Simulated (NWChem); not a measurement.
System: TlCl; SMILES [Tl][Cl]

Program: NWChem. The geometry was optimised at PBE-D3(BJ)/def2-SVP. def2 effective core potentials on Tl; no spin-orbit coupling. Ions are spin-unrestricted doublets at the neutral geometry; other ion states weren't tried.

Question: Order these by “−ε(HOMO) (eV)”, lowest first: B3LYP/def2-SVPD; Hartree-Fock/def2-SVPD; BHandHLYP/def2-SVPD; r2SCAN/def2-SVPD.

Answer: r2SCAN/def2-SVPD (6.81), B3LYP/def2-SVPD (7.41), BHandHLYP/def2-SVPD (8.52), Hartree-Fock/def2-SVPD (9.84)
